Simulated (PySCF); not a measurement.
Nuclear quadrupole coupling in `CO[C@@H]1C[CH2][AlH2-][N+]1(C)C`

C₆H₁₆AlNO.
Atom-mapped SMILES: `[CH3:1][O:2][C@@H:3]1[CH2:4][CH2:5][AlH2-:6][N+:7]1([CH3:8])[CH3:9]` (hydrogens: H10, H11, H12 on C1; H13 on C3; H14, H15 on C4; H16, H17 on C5; H18, H19 on Al6; H20, H21, H22 on C8; H23, H24, H25 on C9)

Cartesian coordinates in Å at the PBE0-D3(BJ)/def2-SVP level; atoms count from 1:
```xyz
25
C6H16AlNO angstrom
C      2.688    0.007    0.639
O      1.350   -0.392    0.678
C      0.593   -0.096   -0.453
C      0.444    1.408   -0.669
C     -0.252    2.046    0.537
Al    -1.564    0.676    1.188
N     -0.741   -0.693   -0.186
C     -0.649   -2.059    0.348
C     -1.557   -0.701   -1.405
H      2.804    1.102    0.717
H      3.190   -0.335   -0.287
H      3.188   -0.457    1.500
H      1.039   -0.597   -1.344
H     -0.128    1.573   -1.595
H      1.445    1.822   -0.884
H     -0.685    3.020    0.262
H      0.484    2.243    1.335
H     -1.354    0.006    2.631
H     -3.083    0.757    0.655
H     -0.060   -2.058    1.270
H     -1.664   -2.415    0.569
H     -0.181   -2.737   -0.387
H     -1.742    0.320   -1.760
H     -2.532   -1.151   -1.178
H     -1.063   -1.282   -2.204
```

Field gradients from the PBE0/pcSseg-1 density (PySCF, non-relativistic), principal values in atomic units, ordered |Vxx| ≤ |Vyy| ≤ |Vzz|:

| atom | Vxx | Vyy | Vzz |
| --- | --- | --- | --- |
| O2 | -0.0363 | -1.9790 | 2.0153 |
| Al6 | -0.3918 | -0.4762 | 0.8680 |
| N7 | 0.4203 | 0.4349 | -0.8552 |

Question: Find the asymmetry η = (Vxx − Vyy)/Vzz and the couplings χ = eQV/h (234.96 MHz × Q in barn × V in au), with Q(17O) = −0.0256 b, Q(27Al) = 0.1466 b, Q(14N) = 0.02044 b.

Answer: 
```tsv
atom	environment	nucleus	η	χzz (MHz)	χxx (MHz)	χyy (MHz)
O2	ether oxygen	17O	0.96	-12.12	0.22	11.90
Al6	aluminium bonded to C, N and 2 H	27Al	0.10	29.90	-13.50	-16.40
N7	nitrogen bonded to Al and 3 C	14N	0.02	-4.107	2.019	2.089
```

The gradient is axial or nearly so (η below 0.05) at N7. At O2 η is above 0.9: Vyy and Vzz are nearly equal in size and opposite in sign, so a small change could swap them and flip the sign of χzz. The tensor is traceless: Vxx + Vyy + Vzz = 0.

Question: What is Vzz at Al6 in SI units (1 au = 9.71736 × 10²¹ V/m²)?

Answer: 0.8680 au = 8.435 × 10²¹ V/m².

Question: And the gradient at the other heavy atoms, for which no coupling is worked out here?

Answer: 
| atom | environment | Vzz (au) | η |
| --- | --- | --- | --- |
| C1 | methoxy carbon | 0.392 | 0.11 |
| C3 | sp3 carbon bound to oxygen | -0.330 | 0.70 |
| C4 | ring CH2 carbon | 0.063 | 0.27 |
| C5 | ring CH2 carbon | -0.244 | 0.58 |
| C8 | N-methyl carbon | 0.321 | 0.30 |
| C9 | N-methyl carbon | 0.301 | 0.13 |

Were the hydrogens deuterons (Q(2H) = 0.00286 b), χzz would run from 69 kHz (H19) to 204 kHz (H16).

Isolated species at its PBE0-D3(BJ)/def2-SVP geometry (one conformer only). A larger basis could move these couplings by a tenth or more.

The run behind these numbers computed NMR shieldings as well. On one thread, Arm Neoverse N1 (aarch64), shared host with 64 logical CPUs at a one-minute load of 60, this took 2.2 min (with the writing of density and orbital grids) and 1.3 GiB of memory at its peak.
